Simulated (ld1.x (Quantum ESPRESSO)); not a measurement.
**terbium: excitation energies, all-electron against ultrasoft**

- Element: Tb
- Generator: ld1.x (Quantum ESPRESSO) 7.5
- Type: ultrasoft
- Functional: LDA (PZ)
- Relativity: non-relativistic
- Frozen core: [Kr] 4d10 4f8
- Valence charge: 11
- Reference configuration: 5s2 5p6 5d1 6s1.5 6p0 (charge +0.5)
- Partial waves: 5s (bound): rcut 1.95, rcutus 2.35 bohr; 6s (bound): rcut 1.95, rcutus 2.35 bohr; 5p (bound): rcut 2.05, rcutus 2.30 bohr; 6p (bound, empty): rcut 2.05, rcutus 2.30 bohr; 5d (bound): rcut 2.95, rcutus 3.30 bohr; 5d channel at 0.35 Ry: rcut 2.95, rcutus 3.30 bohr
- Local potential: all-electron potential smoothed inside 2.35 bohr (lloc = -2)
- Core correction: none
- Augmentation charge: PSQ, inside the norm-conserving radii

Energies are relative to the spin-unpolarised reference configuration 5s2 5p6 5d1 6s1.5 6p0; without spin polarisation the order of configurations can differ from experiment. Not all tests gave a result: test run stopped at test 5 of 9 (negative rho).

```tsv
valence configuration	charge	ΔE all-electron (eV)	error AE − PS (meV)
5s2 5p6 5d1 6s2 6p0	0	-2.583	+0.2
5s1 5p6 5d1 6s2 6p0	+1	47.792	-101
```

Task: What are ΔE and the potential's error for 5s2 5p6 5d1 6s0 6p0?

Result: ΔE = 15.520 eV all-electron; the error (AE − PS) is +7.8 meV.

Task: What are ΔE and the potential's error for 5s2 5p6 5d1 6s1 6p0?

Result: ΔE = 3.845 eV all-electron; the error (AE − PS) is +0.5 meV.

Levels in the configuration 5s2 5p6 5d1 6s0 6p0:

| level | all-electron (eV) | pseudo (eV) |
| --- | --- | --- |
| 5s | -58.258 | -58.263 |
| 5p | -40.563 | -40.566 |
| 5d | -15.879 | -15.882 |
